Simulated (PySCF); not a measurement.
Al(NH2)3 (AlH6N3), SMILES [NH2][Al]([NH2])[NH2].

Geometry: B3LYP-D3(BJ)/def2-SVP. The geometry has at least one imaginary mode, so it is a saddle point at that level. The values are those of a single conformer.

The numbers are results of CAM-B3LYP/def2-TZVP in PySCF, not measurements.

Isolated molecule, no solvent.

Computed frontier levels, gap, dipole moment and polarisability:
```yaml
highest_occupied_level: -8.13 eV
lowest_empty_level: 1.06 eV
orbital_gap: 9.19 eV
dipole_moment: 0.00 D
quadrupole, principal values (traceless, Buckingham form, about the centre of nuclear charge): -9.11, 4.55, 4.55 D·Å
mean_static_polarisability: 45.2 bohr³ (6.71 Å³)
polarisability_principal_values: 39.6, 48.1, 48.1 bohr³
```
